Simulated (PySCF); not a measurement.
C2H5ClSi2, SMILES C1(Cl)=C[SiH2][SiH2]1. Atoms are numbered in the order given.

```xyz
10

Cl    -0.1857    -2.3199     0.0000
C     -0.1573    -0.5770     0.0000
C     -1.2671     0.2070     0.0000
Si    -0.5458     1.9524     0.0000
Si     1.3522     0.5760     0.0000
H     -2.2910    -0.1896     0.0000
H     -0.8580     2.7659    -1.2148
H     -0.8580     2.7659     1.2148
H      2.2102     0.4596    -1.2169
H      2.2102     0.4596     1.2169
```

Geometry optimised at r2SCAN-D4/def2-SVP. This is a generated structure with no PubChem entry under its InChIKey; it may be hypothetical.

The numbers are results of B3LYP/pcSseg-1 in PySCF, not measurements.

GIAO shieldings, no solvent; atoms alike by connectivity are averaged. δ = σ(ref) − σ: ³⁵Cl against HCl (σ = 933.3 ppm); ¹³C against TMS (σ = 181.3 ppm); ²⁹Si against TMS (σ = 338.7 ppm); ¹H against TMS (σ = 31.68 ppm), references at their B3LYP-D3(BJ)/def2-TZVP geometries, non-relativistic (without spin–orbit terms, shifts of atoms bonded to Cl or Br come out too high).

```tsv
nucleus	atoms	count	δ (ppm)
³⁵Cl	Cl1	1	367.4
¹³C	C2	1	174.9
¹³C	C3	1	164.2
²⁹Si	Si5	1	-41.5
²⁹Si	Si4	1	-71.2
¹H	H6	1	7.33
¹H	H9, H10	2	4.94
¹H	H7, H8	2	4.72
```
